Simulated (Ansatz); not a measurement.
The same path of H4O2Sn (7 atoms, charge 0, multiplicity 1) was run twice with different band settings. Lost on the way: Sn1–H4. Made: O2–H4.

The calculation used Ansatz, RKS LDA/def2-SVP.

Relaxed end points:

```xyz
7
Properties=species:S:1:pos:R:3
Sn 0.281 0.008 0.089
O 0.722 -0.119 2.017
H -0.058 0.095 2.565
H 1.797 -0.316 -0.645
H -0.556 1.454 -0.297
O -1.074 -1.376 -0.331
H -0.705 -2.272 -0.201
```

```xyz
7
Properties=species:S:1:pos:R:3
Sn 0.190 0.343 -0.802
O 1.010 -0.020 1.281
H 0.363 -0.881 1.074
H 1.937 -0.331 1.246
H -1.202 1.253 -0.109
O -0.477 -1.473 0.115
H -1.413 -1.417 0.392
```

Common settings: movable images 7; climbing image yes; spring 5.0 eV/Å²; optimiser quadratic models (default); start path through a guess of the saddle point; iteration limit 60; end points relaxed.

| run | force threshold |
| --- | --- |
| 1 | 0.03 eV/Å |
| 2 | 0.5 eV/Å |

Question: What does each run give, and how far can it be trusted?

Answer: Run 1: converged after 40 iterations, highest image 1.497 eV above the first end. The profile has 2 maxima (images 3, 7) with wells between them (image 6): this band takes more than one step, which may be the mechanism or a detour left from its start path. Neighbouring images differ by up to 1.9 eV, so the band resolves the path poorly. A vibrational analysis at the climbing image gives one clearly imaginary mode, 1019i cm⁻¹: a first-order saddle point.
Run 2: converged after 11 iterations, highest image 1.518 eV above the first end. The threshold of 0.5 eV/Å is loose, so the images may lie well off the minimum-energy path. The profile has 2 maxima (images 3, 6) with wells between them (image 5): this band takes more than one step, which may be the mechanism or a detour left from its start path. Neighbouring images differ by up to 1.6 eV, so the band resolves the path poorly. The order of the stationary point at the top wasn't checked.
The orbitals stay closed-shell, which can raise the energy where a bond breaks towards radicals; this wasn't checked here.
